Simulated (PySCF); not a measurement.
**HfF3: double against triple zeta**

Base calculation in PySCF with density fitting and no spin–orbit coupling, PBE0/def2-SVP (scalar-relativistic core potentials): doublet, D3h, Hf–F 1.908 Å (×3); wavenumbers 85, 150 (×2), 669, 673 (×2) cm⁻¹; polar-tensor charge of Hf 1.83 e, atomisation energy (no zero-point energy) 1955 kJ/mol.

What changes on going to PBE0/def2-TZVP (scalar-relativistic core potentials)?

The point group stays the same. Changes: mean bond to Hf -0.006 Å, highest wavenumber -19 cm⁻¹, lowest wavenumber -20 cm⁻¹, polar-tensor charge of Hf 0.00 e, atomisation energy (no zero-point energy) -20 kJ/mol. The new structure has Hf–F 1.902 Å (×3), with wavenumbers 65, 150 (×2), 646 (×2), 654 cm⁻¹. The larger basis shortens the bonds, as added polarisation functions usually do.

Spin–orbit coupling can matter for HfF₃ and is left out. Open d or f shells are single determinants, so the state found may not be the ground state. Only the bonding shown was studied: isomers, or loss of a ligand pair, can lie lower.
